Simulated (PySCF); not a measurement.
# Computed properties of B(F)(Cl)(NMe2) (C₂H₆BClFN), SMILES B(N(C)C)(Cl)F

C2H6BClFN, SMILES CN(C)B(F)Cl. Coordinates come from a B3LYP-D3(BJ)/def2-SVP optimisation. One conformer was computed; it need not be the lowest. All values are computed for the isolated molecule unless a solvent is named; none is compared with measurement here.

**Structure.** The optimised structure has Cs symmetry. All 30 harmonic modes at B3LYP-D3(BJ)/def2-SVP (PySCF) are real, so it is a minimum. With heavy atoms numbered as in [B:1]([F:2])([Cl:3])[N:4]([CH3:5])[CH3:6], the shortest bond between them is B1–F2 at 1.336 Å and the longest B1–Cl3 at 1.783 Å.

**Vibrations.** The strongest infrared lines (harmonic, unscaled, degenerate partners summed) lie at 1581 cm⁻¹ (304 km/mol, N 38 %, B 31 %, H 29 %), 1289 cm⁻¹ (239 km/mol, B 42 %, N 22 %, F 14 %, H 13 %, C 8 %), 1136 cm⁻¹ (200 km/mol, H 43 %, B 34 %, C 17 %). The softest mode is at 107 cm⁻¹ and the zero-point energy is 57.4 kcal/mol.

**Electronic structure.** r2SCAN/def2-TZVP (PySCF) places the frontier levels at -6.39 and 0.28 eV, a gap of 6.67 eV, and gives a dipole moment of 2.92 D and a mean polarisability of 59.5 bohr³. PBE/def2-TZVP (PySCF) at the same geometry gives -6.15 and -0.11 eV, so its gap is 0.63 eV narrower. An orbital gap is neither the optical nor the fundamental gap.

**Excitations.** TDDFT-CAM-B3LYP/def2-SVPD (PySCF) has S1 at 6.77 eV (183 nm, f = 0.014, weak); the most intense of the 10 singlets computed lies at 7.66 eV (f = 0.36). T1 (TDA) is at 6.10 eV. TDDFT-PBE/def2-SVPD (PySCF) puts S1 at 5.89 eV. No vertical singlet excitation falls in the visible range (under 3.1 eV).

**NMR.** GIAO shifts at HF/pcSseg-1 (PySCF) (non-relativistic, atoms alike by connectivity averaged): ¹³C at 36.6 ppm against TMS; ¹H at 3.0 ppm against TMS; ¹⁹F at -77.4 ppm against CFCl3; ¹¹B at 15.9 ppm against BF3. Without spin–orbit terms, shifts of atoms bonded to Cl or Br come out too high.
